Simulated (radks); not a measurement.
Results of a calculation; reference values are marked as such.
Au67+, configuration [Ne] 3s2 (the NIST ground configuration).

Level of theory: scalar-relativistic Kohn-Sham, exchange-only LDA, spin-polarised, spherical densities, point nucleus (a radial shooting solver on a logarithmic mesh with Libxc functionals).

Energy parts (eV):
part                  energy
total             -364400.09
kinetic            422312.25
electron-nucleus  -810605.60
Hartree             27842.46
exchange            -3949.20

Orbitals (lengths in bohr, moments of r in powers of bohr; <r^-3> diverges for s and p1/2; r(max) is where P^2 peaks):
orbital,occ.,eigenvalue (eV),<1/r>,<r^-3>,<r^2>,r(max)
1s,2,-86714.00,95.79,-,0.0003928,0.01042
2s,2,-19923.12,22.77,-,0.005830,0.05978
2p,6,-18041.48,20.24,26270,0.004863,0.04935
3s,2,-8175.461,9.261,-,0.03242,0.1604

The highest occupied level is 3s at -8175.5 eV. For comparison, the ionisation energy in NIST's Atomic Spectra Database is 8210 eV (theoretical). In exact Kohn-Sham theory the highest level is minus the ionisation energy, but local and semilocal functionals leave it too shallow, through self-interaction and a potential that decays too fast; potentials with the right tail come closer. Summed over all electrons, <r^2> = 0.1065 bohr^2, which gives a Langevin (diamagnetic) susceptibility term of -0.0843 x 10^-6 cm^3/mol.
